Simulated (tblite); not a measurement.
C₆H₈NPS₂.
Structure used (GFN2-xTB), in Å, numbered top down from 1:
```xyz
18
C6H8NPS2 angstrom
C      0.063   -0.822    2.485
S      0.799   -2.081    1.410
C      0.650   -1.317   -0.173
C      1.128   -2.032   -1.260
P      1.066   -1.440   -2.884
C      0.309    0.089   -2.597
C     -0.063    0.526   -1.335
S     -0.825    2.114   -1.237
C     -1.126    2.256    0.543
N      0.091   -0.120   -0.193
H     -0.967   -0.658    2.186
H      0.112   -1.214    3.495
H      0.637    0.095    2.401
H      1.560   -3.005   -1.075
H      0.114    0.740   -3.437
H     -0.178    2.205    1.068
H     -1.781    1.451    0.858
H     -1.599    3.220    0.699
```

Method: GFN2-xTB as coded in tblite; computed harmonic values from a numerical Hessian at the method's own geometry, unscaled. The method is semi-empirical: single wavenumbers can be off by several per cent or more. One conformer, not necessarily the lowest.

Harmonic wavenumbers (cm⁻¹): 38.1, 72.1, 76.5, 124.2, 128.0, 145.3, 164.5, 178.3, 251.4, 280.5, 286.4, 388.3, 423.3, 451.4, 511.4, 631.5, 737.3, 739.3, 758.3, 766.8, 798.2, 891.4, 903.1, 943.4, 947.8, 948.2, 953.2, 961.2, 1070.8, 1134.7, 1287.7, 1299.5, 1302.5, 1314.4, 1424.0, 1427.6, 1428.7, 1434.8, 1446.4, 1511.3, 3042.4, 3045.4, 3049.8, 3051.3, 3062.5, 3063.7, 3065.2, 3066.0.

A = 952.3, B = 798.4, C = 436.7 MHz; mass 188.984 u (most abundant isotopes); point group C2v, symmetry number 2.

Zero-point energy?

½Σν̃ = 27514 cm⁻¹ = 329.14 kJ/mol.

Give the ideal-gas entropy at 400 K and 1 bar in the rigid-rotor, harmonic-oscillator model (classical rotation).

Translation 180.34, rotation 128.65, vibration 207.79: S = 516.8 J/(mol K).

And Cp and H(400 K) − H(0)?

Cp = 221.46 J/(mol K), of which vibrations give 188.21 (their classical limit is 48 R = 399.1); H(400 K) − H(0) = 54.62 kJ/mol without the zero-point energy, 41.32 from vibrations.

What must be added to the electronic energy to get the Gibbs energy at 400 K and 1 bar?

ZPE + [H(400 K) − H(0)] − T·S = 329.14 + 54.62 − 206.71 = 177.05 kJ/mol.

Which modes carry the vibrational entropy at 400 K?

38.1 cm⁻¹: 24.85; 72.1 cm⁻¹: 19.56; 76.5 cm⁻¹: 19.07; 124.2 cm⁻¹: 15.08; 128.0 cm⁻¹: 14.84; 145.3 cm⁻¹: 13.80 J/(mol K); the other 42 give 100.59 together.

Blend soft modes into free rotors: weight 1/[1 + (100 cm⁻¹/ν̃)⁴] for the oscillator and the rest for a rotor with moment μB/(μ + B), μ = h/(8π²ν), B = 10⁻⁴⁴ kg m². What vibrational entropy results?

190.48 J/(mol K) in place of 207.79, which changes −T·S at 400 K by +6.92 kJ/mol.

Hindered rotation and anharmonicity are outside this model. Other conformers, if any are populated, would add a mixing term that is left out.
